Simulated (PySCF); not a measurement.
# Electronic absorption of (H2In-mu-SH)3

Species: (H2In-mu-SH)3.
Cartesian coordinates in Å at the PBE0-D3(BJ)/def2-SVP level; atoms count from 1:
```xyz
15
H9In3S3 angstrom
In    -0.7896   -1.1594   -1.9488
H      0.1526   -0.0599   -2.8777
H     -1.7169   -2.5483   -2.3519
S     -2.3783    0.3633   -0.5610
In    -1.5736    0.8158    1.8873
H     -2.3755    2.2962    2.2350
H     -1.4696   -0.7233    2.6271
S      0.8938    1.6355    1.5688
In     2.4255   -0.0319    0.2813
H      3.5402   -0.6235    1.4454
H      2.5969    0.6635   -1.2826
S      0.6263   -1.9130    0.1111
H     -1.9921    1.5507   -1.0757
H      0.6412    2.4720    0.5389
H      1.3861   -2.8136   -0.5533
```

Theory: TDDFT CAM-B3LYP/def2-SVPD, vertical, gas phase, core orbitals frozen in the response, def2 core potentials past Kr (PySCF). Spin–orbit coupling is left out.

| state | E (eV) | E (hartree) | f | main configurations (H = HOMO, L = LUMO) |
| --- | --- | --- | --- | --- |
| S1 | 5.95 | 0.2188 | 0.0034 | H→L (84%) |
| S2 | 6.21 | 0.2281 | 0.087 | H-1→L (57%), H→L+1 (15%) |
| S3 | 6.24 | 0.2291 | 0.0000 | H→L+1 (56%), H-1→L (16%) |
| S4 | 6.25 | 0.2296 | 0.048 | H→L+2 (61%), H-3→L+2 (8%) |
| S5 | 6.30 | 0.2316 | 0.0036 | H-1→L+1 (27%), H-3→L (24%), H-2→L+1 (13%) |
| S6 | 6.40 | 0.2350 | 0.090 | H-2→L (59%) |
| S7 | 6.51 | 0.2393 | 0.193 | H-1→L+1 (21%), H-5→L (18%), H→L+4 (18%) |
| S8 | 6.59 | 0.2420 | 0.021 | H-1→L+3 (25%), H-1→L+2 (13%), H-2→L+3 (9%) |
| S9 | 6.60 | 0.2424 | 0.059 | H-2→L+2 (20%), H→L+3 (10%) |
| S10 | 6.61 | 0.2429 | 0.057 | H→L+3 (37%), H→L+4 (10%) |

Triplets (Tamm–Dancoff): T1 5.60 eV, H→L (67%); T2 5.73 eV, H-1→L (59%); T3 5.78 eV, H-2→L (40%), H→L+1 (9%), H-1→L+4 (8%); T4 5.81 eV, H→L+4 (23%), H→L+2 (18%), H-3→L (11%).

The lowest singlet comes at 208 nm (574 kJ/mol) in the ultraviolet; it is very weak; its leading configuration is HOMO→LUMO (84%). The strongest level in the table is S7 at 6.51 eV (190 nm, f = 0.193). Löwdin shares by element: HOMO sulfur 61%, indium 8% or more (atoms not listed hold the other 31%); LUMO indium 45%, sulfur 12% or more (atoms not listed hold the other 43%). The listed states span 0.66 eV, and the widest gap between neighbours is 0.25 eV (S1 to S2). Weighted by f, the mean energy of these states is 6.44 eV. All these states lie below the vertical ionisation energy of 9.56 eV (ΔSCF). Only the lowest 10 singlets were computed, as vertical energies without vibronic structure.

One conformer stands for the species.
